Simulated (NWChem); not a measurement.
System: C3H7Br; SMILES CC(C)Br

The following NWChem deck was run.

```
start job
memory heap 200 mb stack 900 mb global 1100 mb
geometry units angstroms noautoz
  C      0.139103    -1.545987    -1.268203
  C     -0.400328    -0.921042     0.000000
  C      0.139103    -1.545987     1.268203
  Br     0.003670     1.009201     0.000000
  H      1.236865    -1.477536    -1.305283
  H     -0.139849    -2.612511    -1.298821
  H     -0.267995    -1.058060    -2.164553
  H     -1.499436    -0.944489     0.000000
  H      1.236865    -1.477536     1.305283
  H     -0.139849    -2.612511     1.298821
  H     -0.267995    -1.058060     2.164553
end
basis spherical
  * library def2-tzvp
end
dft
  xc b3lyp
  iterations 150
  semidirect filesize 400000000
  mulliken
end
task dft energy
```

Excerpt of the output:

```
             Northwest Computational Chemistry Package (NWChem) 7.3.0
             --------------------------------------------------------

 CS  symmetry detected

                             Geometry "geometry" -> ""
                             -------------------------

 Output coordinates in angstroms (scale by  1.889725989 to convert to a.u.)

  No.       Tag          Charge          X              Y              Z
 ---- ---------------- ---------- -------------- -------------- --------------
    1 C                    6.0000     0.13469325     1.54711719    -1.26820300
    2 C                    6.0000    -0.39993862     0.91806170     0.00000000
    3 C                    6.0000     0.13469325     1.54711719     1.26820300
    4 Br                  35.0000     0.01882161    -1.00903256     0.00000000
    5 H                    1.0000     1.23294702     1.48707046    -1.30528300
    6 H                    1.0000    -0.15241375     2.61147486    -1.29882100
    7 H                    1.0000    -0.26865823     1.05608856    -2.16455300
    8 H                    1.0000    -1.49919389     0.93309544     0.00000000
    9 H                    1.0000     1.23294702     1.48707046     1.30528300
   10 H                    1.0000    -0.15241375     2.61147486     1.29882100
   11 H                    1.0000    -0.26865823     1.05608856     2.16455300

 Effective nuclear repulsion energy (a.u.)     251.1002498302

      Symmetry information
      --------------------

 Group name             Cs
 Group number              2
 Group order               2
 No. of unique centers     7

                                 NWChem DFT Module
                                 -----------------

 Summary of "ao basis" -> "ao basis" (spherical)
 ------------------------------------------------------------------------------
       Tag                 Description            Shells   Functions and Types
 ---------------- ------------------------------  ------  ---------------------
 C                         def2-tzvp                11       31   5s3p2d1f
 Br                        def2-tzvp                16       48   6s5p4d1f
 H                         def2-tzvp                 4        6   3s1p

      Symmetry analysis of basis
      --------------------------

        a'        107
        a"         76

            General Information
            -------------------
          SCF calculation type: DFT
          Wavefunction type:  closed shell.
          No. of atoms     :    11
          No. of electrons :    60
           Alpha electrons :    30
            Beta electrons :    30
          Charge           :     0
          Spin multiplicity:     1
          Use of symmetry is: on ; symmetry adaption is: on
          Maximum number of iterations: 150
          AO basis - number of functions:   183
                     number of shells:    77
          Convergence on energy requested:  1.00D-06
          Convergence on density requested:  1.00D-05
          Convergence on gradient requested:  5.00D-04

              XC Information
              --------------
                         B3LYP Method XC Potential
                     Hartree-Fock (Exact) Exchange  0.200
                        Slater Exchange Functional  0.800 local
                    Becke 1988 Exchange Functional  0.720 non-local
              Lee-Yang-Parr Correlation Functional  0.810
                  VWN I RPA Correlation Functional  0.190 local

             Grid Information
             ----------------
          Grid used for XC integration:  medium
          Radial quadrature: Mura-Knowles
          Angular quadrature: Lebedev.
          Tag              B.-S. Rad. Rad. Pts. Rad. Cut. Ang. Pts.
          ---              ---------- --------- --------- ---------
          C                   0.70       49          11.0       434
          Br                  1.15      112          11.0       590
          H                   0.35       45          12.0       434
          Grid pruning is: on
          Number of quadrature shells:   390
          Spatial weights used:  Erf1

      Superposition of Atomic Density Guess
      -------------------------------------

 Sum of atomic energies:       -2688.91164908

      Non-variational initial energy
      ------------------------------

 Total energy =   -2691.197570
 1-e energy   =   -4236.486132
 2-e energy   =    1294.188312
 HOMO         =      -0.358325
 LUMO         =       0.019989

      Symmetry analysis of molecular orbitals - initial
      -------------------------------------------------

  Numbering of irreducible representations:

     1 a'          2 a"

  Orbital symmetries:

     1 a'          2 a'          3 a'          4 a"          5 a'
     6 a'          7 a"          8 a'          9 a'         10 a'
    11 a"         12 a'         13 a'         14 a"         15 a'
    16 a"         17 a'         18 a'         19 a"         20 a'
    21 a'         22 a'         23 a'         24 a"         25 a"
    26 a'         27 a"         28 a'         29 a"         30 a'
    31 a'         32 a'         33 a"         34 a'         35 a'
    36 a'         37 a"         38 a'         39 a"         40 a"

------------------------------------------------------------
EAF file 0: "./job.aoints.0" size=355991552 bytes
------------------------------------------------------------
               write      read    awrite     aread      wait
               -----      ----    ------     -----      ----
     calls:      679         0         0         0         0
   data(b): 3.56e+08  0.00e+00  0.00e+00  0.00e+00
   time(s): 0.00e+00  0.00e+00  0.00e+00  0.00e+00  0.00e+00
rate(mb/s): 0.00e+00  0.00e+00
------------------------------------------------------------

     ---------------------------------------------
      Total Density - Mulliken Population Analysis
     ---------------------------------------------

[...]
```

Level: B3LYP/def2-TZVP. Structure relaxed at the PBE0/def2-SVP level.
